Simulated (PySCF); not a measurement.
**Static response to an electric field**

Compound: C₆H₆FN.
Geometry (GFN2-xTB, Å), atoms numbered from 1 in this order:
```xyz
14
C6H6FN angstrom
C     -2.5073   -0.4970   -0.0306
C     -1.5544    0.4164    0.1312
C     -0.1396    0.1679    0.0365
C      0.5694   -0.9913   -0.2288
C      1.9238   -0.6404   -0.1945
F      2.9543   -1.4772   -0.4012
C      2.0338    0.6982    0.0865
N      0.7683    1.1710    0.2228
H     -3.5494   -0.2447    0.0541
H     -2.2751   -1.5238   -0.2513
H     -1.8251    1.4424    0.3533
H      0.1715   -1.9649   -0.4239
H      2.9007    1.3168    0.1928
H      0.5285    2.1263    0.4312
```

Level: PBE0/def2-SVPD (PySCF), static field, nuclei fixed, core orbitals frozen in the response. The polarisability tensor in these axes (au):

```
x   121.85   7.70  -0.59
y     7.70  76.81   5.96
z    -0.59   5.96  48.76
```

Q: What are the eigenvalues, a third of the trace, and Δα (Δα² = ½Σ(αi − αj)² over the three pairs)?

A: Principal values 47.48, 76.81 and 123.13 au; mean 82.47 au = 12.22 Å³ = 13.60 × 10⁻⁴⁰ C²·m²/J; Δα = 66.06 au (80 % of the mean).

Q: What is the dipole moment, and where does it point?

A: (-1.27, 2.66, 0.60) D, 3.01 D in size, pointing from the negative to the positive side. Measured along this direction, the outermost atoms are F6 at the negative end and H11 at the positive end.

Q: What would n − 1 = 2πNα be for an ideal gas of these molecules at 273.15 K and 1 atm, electronic part alone?

A: N = p/kT = 2.6868 × 10¹⁹ cm⁻³, so n − 1 = 2π × N × 12.22 × 10⁻²⁴ cm³ = 2063 × 10⁻⁶ at long wavelengths.

Q: Molar refractivity from α?

A: Lorentz–Lorenz: R = (4π/3)N_A α = 2.5225 cm³/(mol·Å³) × 12.22 Å³ = 30.8 cm³/mol, in the limit of long wavelengths.

Q: In a dilute gas of rigid molecules at 500 K, how does the orientational term μ²/3kT compare with the electronic polarisability?

A: In Gaussian units μ²/3kT = 43.73 Å³ against 12.22 Å³, a ratio of 3.58; the Debye molar polarisation (4π/3)N_A(α + μ²/3kT) is 141.1 cm³/mol, leaving out the vibrational part.

Q: Rayleigh depolarisation ratio (linearly polarised light, static tensor)?

A: ρ = 3Δα²/(45ᾱ² + 4Δα²) = 13093.6/(306093 + 17458.1) = 0.0405.

One conformer (not necessarily the lowest) at the GFN2-xTB geometry, without solvent, vibrations or thermal averaging.

The run behind these numbers computed excited states as well. Time: 25 s of wall time; peak memory 0.86 GiB. Hardware: one thread of an Arm Neoverse V2 (shared host).
